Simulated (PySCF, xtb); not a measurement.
Se(iPr)(NH2) (C3H9NSe), SMILES CC(C)[Se]N.

Coordinates come from a ωB97X-D3(BJ)/def2-SVP optimisation. Other conformers were not sampled.

These are C-PCM-M06-2X/def2-SVP (PySCF) values and carry that method's errors.

The values are the electrostatic part of the solvation free energy, E(continuum) − E(gas) at the gas-phase geometry, in a cavity of scaled van der Waals radii (PySCF's table); cavitation and dispersion terms are not included. In vacuum the orbital gap is 8.55 eV. The dipole moment in vacuum is 2.48 D.

```tsv
solvent	ε	ΔG(elec) (kcal/mol)	dipole (D)	gap (eV)
water	78.36	-5.3	3.33	8.73
chlorobenzene	5.70	-4.3	3.15	8.70
acetonitrile	35.69	-5.2	3.31	8.72
```

For comparison, GFN2-xTB/ALPB(water) (xtb, at the GFN2-xTB geometry, all terms of that model) gives -3.7 kcal/mol.
